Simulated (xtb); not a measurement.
Nb(F)4(SH) (F₄HNbS), SMILES [F][Nb]([F])([F])([F])[SH], multiplicity 1. All values are semi-empirical tight-binding results from xtb (GFN2-xTB unless named), good for trends rather than for accurate numbers. Geometry: GFN2-xTB. The multiplicity is an assumed one; no other spin state was optimised. The structure was generated by enumeration; whether it is a known compound was not checked. Other conformers were not sampled.

Optimised geometry:

Bonded distances (Å): Nb1–F2 1.795, Nb1–F3 1.780, Nb1–F4 1.808, Nb1–F5 1.808, Nb1–S6 2.415, S6–H7 1.342. Angles (°): F2–Nb1–F3 174.6, F2–Nb1–F4 89.9, F2–Nb1–F5 89.9, F2–Nb1–S6 88.0, F3–Nb1–F4 91.4, F3–Nb1–F5 91.4, F3–Nb1–S6 86.7, F4–Nb1–F5 152.1, F4–Nb1–S6 103.9, F5–Nb1–S6 103.9, Nb1–S6–H7 97.2.
Charge 0, spin multiplicity 1.

For metal compounds this method's bond lengths and energies can be far off.

```yaml
point_group_as_xtb_finds_it: Cs
orbital_gap: 2.62 eV
zero_point_energy: 9.7 kcal/mol
G − E(el) at 298.15 K (modified RRHO): -11.9 kcal/mol
```

Computed atomic charges and the Wiberg bond orders between heavy atoms:
charges (e) Nb1 0.59, F2 -0.24, F3 -0.22, F4 -0.22, F5 -0.22, S6 0.07, H7 0.24. Bond orders Nb1–F2 1.14, Nb1–F3 1.18, Nb1–F4 1.14, Nb1–F5 1.14, Nb1–S6 1.58.
